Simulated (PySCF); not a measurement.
Work out the structure from these simulated measurements.

Formula: C5H6N2O2.

- Rotational structure: rotational constants A, B, C: 4.215, 1.102, 0.883 GHz [PBE0-D3(BJ)/def2-SVP]
- Polarisability: 76.4 au [CAM-B3LYP/def2-SVPD]
- 13C NMR: chemical shifts (computed TMS as zero) by class: 192.9 (1 C), 181.7 (1 C), 168.9 (1 C), 31.8 (1 C), 13.5 (1 C) ppm [GIAO PBE0/pcSseg-1]
- NMR, other nuclei: isotropic shieldings of nuclei other than C and H, by class: -155 (1 N), -11 (1 N), -357 (1 O), -92 (1 O) ppm [GIAO PBE0/pcSseg-1]
- UV, first state: lowest singlet excitation: 3.88 eV (320 nm, f = 0.000) [TDDFT CAM-B3LYP/def2-SVPD]
- XPS: C1s 291.2, C1s 292.1, C1s 292.7, C1s 293.8, C1s 293.9, N1s 405.6, N1s 406.5, O1s 537.7, O1s 541.0 eV [ΔSCF SCAN, pcX-2 on the ionised atom, pcseg-1 elsewhere, spin-free X2C]
- Couplings: largest of the computed one-bond spin–spin couplings (means over like bonds): 13C–1H +138.4 (×3), 13C–1H +136.2 (×3) Hz [B3LYP/pcJ-1, spin–dipole term left out]
- Triplet: lowest triplet excitation (Tamm–Dancoff): 3.34 eV [TDA CAM-B3LYP/def2-SVPD]

The electronic properties come from PySCF, for the isolated species, density fitting. Levels stand in brackets. One conformer (not necessarily the lowest) at the PBE0-D3(BJ)/def2-SVP geometry, without solvent, vibrations or thermal averaging. Each NMR value is the plain mean over a class of atoms that symmetry, rotation or inversion makes alike.

Question: Give a SMILES that accounts for the data.

Answer: Numbering: `[CH3:1][C:2](=[O:3])[c:4]1[n:5][o:6][c:7]([CH3:8])[n:9]1`. Its formula, C5H6N2O2, gives 4 degrees of unsaturation: 1 ring and 3 π bonds in the structure found (Kekulé form). 5 carbons fall into 5 classes; from least to most shielded: ketone carbonyl carbon [C2] (192.9 ppm), substituted aromatic carbon [C7] (181.7 ppm), substituted aromatic carbon [C4] (168.9 ppm), methyl carbon next to a carbonyl [C1] (31.8 ppm), benzylic-type carbon [C8] (13.5 ppm). The other shieldings belong to: -155 ppm, pyridine-type nitrogen [N5]; -11 ppm, pyridine-type nitrogen [N9]; -357 ppm, ketone oxygen [O3]; -92 ppm, ring oxygen [O6]. The couplings run between: +138.4 Hz, benzylic-type carbon [C8] and its hydrogen (with 2 like pairs); +136.2 Hz, methyl carbon next to a carbonyl [C1] and its hydrogen (with 2 like pairs). The core levels belong to: C1s 291.2 eV, methyl carbon next to a carbonyl [C1]; C1s 292.1 eV, benzylic-type carbon [C8]; C1s 292.7 eV, substituted aromatic carbon [C4]; C1s 293.8 eV, ketone carbonyl carbon [C2]; C1s 293.9 eV, substituted aromatic carbon [C7]; N1s 405.6 eV, pyridine-type nitrogen [N9]; N1s 406.5 eV, pyridine-type nitrogen [N5]; O1s 537.7 eV, ketone oxygen [O3]; O1s 541.0 eV, ring oxygen [O6]. S1 is mainly HOMO→LUMO (weight 0.89); the largest Löwdin shares of the orbital it empties are 0.63 on the ketone oxygen, 0.11 on the ketone carbonyl carbon, 0.10 on the methyl carbon next to a carbonyl and 0.08 on a substituted aromatic carbon, of the orbital it fills 0.21 on the ketone carbonyl carbon, 0.21 on a pyridine-type nitrogen, 0.20 on the ketone oxygen and 0.15 on a substituted aromatic carbon. By its constants the optimised geometry is an asymmetric top. Structure: `CC(=O)c1noc(C)n1`. Computed isomers that give other values at the same levels: `Cn1nc(O)ccc1=O` (13C chemical shifts (computed TMS as zero) by class: 159.4 (1 C), 151.9 (1 C), 139.1 (1 C), 129.1 (1 C), 42.4 (1 C) ppm). The assignments are read from this structure; whether some other isomer fits the data as well wasn't checked.

Conformer computed: `[CH3:1][C:2](=[O:3])[c:4]1[n:5][o:6][c:7]([CH3:8])[n:9]1`: C1–C2–C4–N5 180°.
